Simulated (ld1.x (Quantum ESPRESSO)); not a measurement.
## strontium: variants of one TM potential

Base potential:

- Element: strontium
- Generator: ld1.x (Quantum ESPRESSO) 7.5
- Type: norm-conserving Troullier–Martins (Kleinman–Bylander form)
- Functional: LDA (PZ)
- Relativity: scalar-relativistic
- Frozen core: [Ar] 3d10 4s2
- Valence charge: 8
- Reference configuration: 4p6 4d0 5s1.5 5p0.5
- Partial waves: 5s (bound): rc 3.75 bohr; 4p (bound): rc 2.05 bohr; 4d (bound, empty): rc 3.55 bohr
- Local potential: the d channel
- Core correction: a·sin(br)/r model core, default radius (core density twice the valence density)

Occupied shells without a wave of their own: 5p. They enter only through the test configuration that unscreens the potential, and ld1.x also counts them in the model core charge.

Cutoffs, loose and tight: the cutoffs (Ry, on a coarse ladder) from which the occupation-weighted sum of valence levels, in a spherical-Bessel basis at the reference potential, stays within 10 and 1 mRy of its value at 400 Ry. They do not see the model core or the augmentation charge, which bear on the density cutoff. Test errors are all-electron minus pseudo excitation energies from the reference, over the configurations 4p6 4d0 5s2 5p0; 4p6 4d0 5s1 5p0; 4p6 4d0 5s0 5p0; 4p6 4d0 5s1 5p1; 4p6 4d1 5s1 5p0; 4p6 4d0 5s1.5 5p0; 4p6 4d0 5s0 5p1 (two spin-polarised tests are not counted in the largest error). A dash means not determined; rows that change the core or the reference have their own tests.

With those shells counted twice in exchange and correlation these files are broken, and their errors move erratically; no question is asked of them.

A true bound ghost makes a file unfit for plane-wave use even where its test errors are small: the radial tests pick states by their node count and pass the ghost by.

```csv
change,outcome,"cutoff, loose","cutoff, tight",bound ghosts,largest test error (meV)
base,generated,21 Ry,35 Ry,s,-320
wave 4p (bound): rc 2.05 bohr becomes 4p (bound): rc 1.36 bohr,generated,45 Ry,90 Ry,s,-305
wave 4p (bound): rc 2.05 bohr becomes 4p (bound): rc 1.70 bohr,generated,35 Ry,70 Ry,s,-309
wave 4p (bound): rc 2.05 bohr becomes 4p (bound): rc 1.96 bohr,generated,30 Ry,35 Ry,s,-316
wave 4p (bound): rc 2.05 bohr becomes 4p (bound): rc 2.18 bohr,generated,15 Ry,30 Ry,s,-327
wave 4p (bound): rc 2.05 bohr becomes 4p (bound): rc 2.48 bohr,generated,18 Ry,25 Ry,s,-335
wave 4p (bound): rc 2.05 bohr becomes 4p (bound): rc 2.78 bohr,generated,18 Ry,25 Ry,s,-332
wave 4p (bound): rc 2.05 bohr becomes 4p (bound): rc 3.08 bohr,generated,15 Ry,25 Ry,s,-302
```

Reading the sweep of the p radius (base included, trends over the rows without a ghost): Bound ghosts are found at 1.36, 1.7, 1.96, 2.05, 2.18, 2.48, 2.78, 3.08 bohr. Every judged row has one, so this setting neither creates nor removes them.
